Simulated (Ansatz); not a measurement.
Calculated with Ansatz (gas phase, PBE0-D4/def2-TZVP geometries, no zero-point term in ΔE). CCSD(T)/CBS adds triple-zeta CCSD(T) − MP2 to the extrapolated MP2 energy (def2 sets, frozen cores). DFT in def2-TZVPP. B3LYP here is the variant with VWN-RPA as its local correlation; programs differ in this. One conformer a species, not always the lowest.

Consider the cleavage of the Si–Al bond: `[CH3][Al]([OH])[SiH3]` + `N[SiH2]O[SiH3]` → `[SiH3]N[SiH2]O[SiH3]` + `[CH3][AlH][OH]`.

`[CH3][Al]([OH])[SiH3]`:

Cartesian coordinates in Å:
```
C 0.926 0.991 1.508
Al 0.524 -0.252 0.070
O 1.722 -1.395 -0.324
Si -1.585 -0.266 -1.199
H 1.914 0.804 1.936
H 0.187 0.917 2.313
H 0.899 2.026 1.154
H 1.612 -2.044 -1.016
H -2.765 -0.451 -0.303
H -1.799 1.023 -1.921
H -1.636 -1.353 -2.220
```

`N[SiH2]O[SiH3]`:

Cartesian coordinates in Å:
```
N 0.617 0.612 2.191
Si 0.089 -0.467 0.987
O -0.067 0.205 -0.500
Si -0.432 0.027 -2.079
H 1.577 0.909 2.241
H -0.004 1.301 2.584
H 1.094 -1.553 0.888
H -1.245 -0.973 1.395
H -1.840 -0.424 -2.241
H -0.257 1.337 -2.754
H 0.467 -0.975 -2.712
```

`[SiH3]N[SiH2]O[SiH3]`:

Cartesian coordinates in Å:
```
Si 0.706 -0.826 -1.916
N 0.600 -1.320 -0.262
Si -0.687 -1.018 0.831
O -0.591 0.441 1.566
Si -0.318 2.028 1.281
H -0.548 -0.092 -2.220
H 0.838 -1.986 -2.839
H 1.872 0.069 -2.147
H 1.428 -1.739 0.137
H -1.955 -1.067 0.064
H -0.642 -2.034 1.908
H 0.099 2.669 2.552
H -1.557 2.680 0.780
H 0.756 2.196 0.266
```

`[CH3][AlH][OH]`:

```xyz
8

C    -0.744   -0.221   -1.002
Al    0.137    0.299    0.647
O     1.721   -0.264    0.906
H    -1.634   -0.825   -0.798
H    -0.084   -0.802   -1.650
H    -1.086    0.655   -1.562
H    -0.528    1.212    1.765
H     2.218   -0.053    1.694
```

Task: Is it downhill or uphill in electronic energy at CCSD(T)/CBS, and by how much? (Best estimate.)

Result: Computed: Downhill: ΔE = -48.8 kJ/mol.

Task: What do these levels give: B3LYP-D4, r2SCAN, PBE0, HF/def2-TZVPP, MP2/def2-TZVPP, CCSD(T)/def2-TZVPP? (Estimate.)

Result: Ansatz gave: B3LYP-D4 -49.0, r2SCAN -39.9, PBE0 -29.9, HF/def2-TZVPP -59.4, MP2/def2-TZVPP -56.8, CCSD(T)/def2-TZVPP -47.7 kJ/mol.

Largest T1 diagnostic among the species: 0.013.

From PBE to PBE0 (25 % exact exchange), in def2-TZVPP and without D4, ΔE moves by −7.2 kJ/mol. The D4 term adds −8.6 kJ/mol with B3LYP and −4.8 kJ/mol with PBE0; it sums over pairs of atoms, weighted by their polarisabilities, and B3LYP, whose exchange is more repulsive, gets the larger term.
